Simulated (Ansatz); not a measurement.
Reaction (isomerisation): `N[SiH]1C=CN1` → `C1=NC[SiH2]N1`

Isolated molecules relaxed with PBE0-D4/def2-TZVP in Ansatz; ΔE leaves out vibrations. CCSD(T)/CBS is the MP2 limit (def2-TZVPP, def2-QZVPP) plus CCSD(T) − MP2 in def2-TZVPP, frozen cores. Functionals use def2-TZVPP. HSE06 is defined as in plane-wave codes. Each species was taken in one conformer, which may not be the lowest.

Problem. Is it downhill or uphill in electronic energy at CCSD(T)/CBS, and by how much? (Estimate.)

Solution. Computed: Uphill: ΔE = +26.6 kJ/mol.

Problem. What do these levels give: revPBE-D4, BLYP-D4, B97M-V, CAM-B3LYP-D4, ωB97M-V, HSE06, BHLYP, HF/def2-SVP, CCSD(T)/def2-SVP, CCSD/def2-TZVPP, CCSD(T)/def2-TZVPP, HF/def2-QZVPP? (Best estimate.)

Solution. Computed: revPBE-D4 4.3, BLYP-D4 8.5, B97M-V 23.9, CAM-B3LYP-D4 17.0, ωB97M-V 25.8, HSE06 17.4, BHLYP 20.5, HF/def2-SVP -6.0, CCSD(T)/def2-SVP -13.9, CCSD/def2-TZVPP 21.0, CCSD(T)/def2-TZVPP 19.7, HF/def2-QZVPP 19.8 kJ/mol.

Largest T1 diagnostic among the species: 0.014.

At CCSD(T), def2-SVP lies −40.5 kJ/mol from the extrapolated value and def2-TZVPP −6.9 kJ/mol. Leaving LDA and LC-ωPBE aside and taking each functional with its dispersion term where it has one, the values spread over 21.5 kJ/mol, from revPBE-D4 to ωB97M-V. From BLYP to BHLYP (50 % exact exchange), in def2-TZVPP and without D4, ΔE moves by +7.7 kJ/mol.
